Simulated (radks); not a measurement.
Values are calculated unless marked as measured or tabulated.
Ni, configuration [Ar] 3d8 4p2 (not the ground configuration). Code: a radial shooting solver on a logarithmic mesh with Libxc functionals. Model: non-relativistic Kohn-Sham, SCAN, spin-polarised, spherical densities, point nucleus; open shells are filled with parallel spins first; meta-GGA in the generalised Kohn-Sham scheme.

Radial electron density D(r) = 4 pi r^2 rho(r):

```
   r/bohr * D(r) (the largest magnitude, 37.9, reaches the edge; | marks zero)
 0.002375 |*
 0.003143 | *
 0.004158 |   *
 0.005502 |     *
 0.007338 |         *
 0.009709 |              *
  0.01285 |                     *
    0.017 |                              *
  0.02249 |                                      *
  0.02976 |                                             *
  0.03937 |                                                *
   0.0521 |                                             *
  0.06893 |                                       *
  0.09193 |                                      *
   0.1216 |                                              *
   0.1609 |                                                      *
    0.213 |                                                  *
   0.2818 |                                  *
   0.3728 |                       *
   0.4933 |                         *
   0.6527 |                             *
   0.8636 |                      *
    1.152 |           *
    1.524 |    *
    2.016 | *
    2.668 |*
     3.53 |*
    4.671 *
     6.18 *
    8.177 *
    10.82 *
```

D(r) has 3 maxima, at r = 0.0384, 0.173, 0.632 bohr, and minima at 0.0829, 0.401 bohr, inside which lie 2.11, 10.82 electrons.
